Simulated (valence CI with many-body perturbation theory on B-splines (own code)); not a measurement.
# Valence orbitals of W25+

Method: configuration interaction combined with many-body perturbation theory (CI+MBPT): three valence electrons over a frozen Dirac-Fock core [Kr] 4d10, a basis of 7 s, 7 p, 7 d, 7 f, 4 g, 2 h functions for each j, with the one-electron correlation potential Σ1 (screened to all orders), the two-electron term Σ2, the three-electron term Σ3, Breit, model QED; selected single and double excitations, second order for the rest, scaled by the run's own slope (own B-spline code, finite nucleus).

No measured spectrum was set against this ion. As an estimate, terms of the open shell hold to a few per cent of their energy, and close levels can change places. Excitations out of the core, of the other parity, are not computed and may begin above about 162 eV (a cautious bound); beyond it only levels of the ground parity were kept, without lifetimes.

These are the spectroscopic orbitals of the CI (the correlating ones are not listed), shaped by the core and the other valence electrons. h is the expectation value of the core's Dirac-Fock operator, without the valence repulsion; Σ1 is computed up to l = 3 at one energy for each symmetry, that of its lowest orbital but kept below the first core excitation, so for empty shells it is not the orbital's own correlation shift; Breit and QED include the response of the core.

| Orbital | h (hartree) | Σ1 (cm⁻¹) | Breit (cm⁻¹) | QED (cm⁻¹) | ⟨r⟩ (bohr) |
| --- | --- | --- | --- | --- | --- |
| 5s1/2 | -27.152 | -21733 | 3354 | 2790 | 0.8111 |
| 6s1/2 | -16.829 | -6775 | 1546 | 1285 | 1.312 |
| 7s1/2 | -11.504 | -3276 | 866 | 730 | 1.917 |
| 5p1/2 | -25.524 | -19498 | 5052 | 52.4 | 0.8375 |
| 6p1/2 | -16.016 | -6686 | 2517 | 27.0 | 1.345 |
| 7p1/2 | -11.032 | -3282 | 1421 | 15.8 | 1.969 |
| 5p3/2 | -24.499 | -16744 | 2845 | 286 | 0.8753 |
| 6p3/2 | -15.512 | -6101 | 1447 | 145 | 1.391 |
| 7p3/2 | -10.744 | -3061 | 905 | 83.9 | 2.023 |
| 5d3/2 | -21.892 | -14480 | 1819 | -167 | 0.9166 |
| 6d3/2 | -14.169 | -5834 | 979 | -86.9 | 1.460 |
| 7d3/2 | -9.9594 | -3060 | 580 | -50.9 | 2.121 |
| 5d5/2 | -21.682 | -13872 | 1082 | -66.6 | 0.9267 |
| 6d5/2 | -14.062 | -5638 | 579 | -34.3 | 1.472 |
| 7d5/2 | -9.8968 | -2968 | 349 | -19.9 | 2.135 |
| 4f5/2 | -32.22 | -30805 | 277 | -491 | 0.4501 |
| 5f5/2 | -18.623 | -12382 | 274 | -132 | 0.9703 |
| 4f7/2 | -32.082 | -30173 | -1063 | -377 | 0.4534 |
| 5f7/2 | -18.574 | -12234 | -141 | -96.6 | 0.9734 |
| 5g7/2 | -16.161 |  | -122 | -29.7 | 0.9830 |
| 5g9/2 | -16.155 |  | -223 | -21.2 | 0.9837 |

Among the shells of the start configuration 4f3, Σ1 is largest in size for 4f5/2, where it is 0.44 % of h.

Lowest root of each symmetry, sizes in configuration state functions:

```tsv
J	Parity	Roots	Reference	Variational	Second order	Change by selected CI (cm⁻¹)	Change by second order (cm⁻¹)
1/2	even	5	56	4507	7319	-4553	-1
3/2	even	6	100	7028	13596	-3270	-1
5/2	even	7	126	8962	19154	-3463	-1
7/2	even	8	126	9238	26236	-2805	-1
9/2	even	8	109	8729	22073	-3073	-1
11/2	even	7	78	7203	18021	-2858	-1
13/2	even	4	50	5135	7937	-2844	-1
15/2	even	1	25	3059	4270	-3894	-2
17/2	even	1	13	1728	3821	-3758	-1
1/2	odd	10	64	4997	8522	-4465	-1
3/2	odd	18	114	8307	15958	-3364	0
5/2	odd	21	134	10571	25512	-3180	0
7/2	odd	21	135	10909	25457	-3086	0
9/2	odd	19	118	9623	24303	-2180	0
11/2	odd	15	91	7824	17346	-2036	0
13/2	odd	9	56	5744	11912	-2055	0
15/2	odd	6	29	3962	8519	-2154	0
17/2	odd	2	8	2211	2657	-3100	0
```
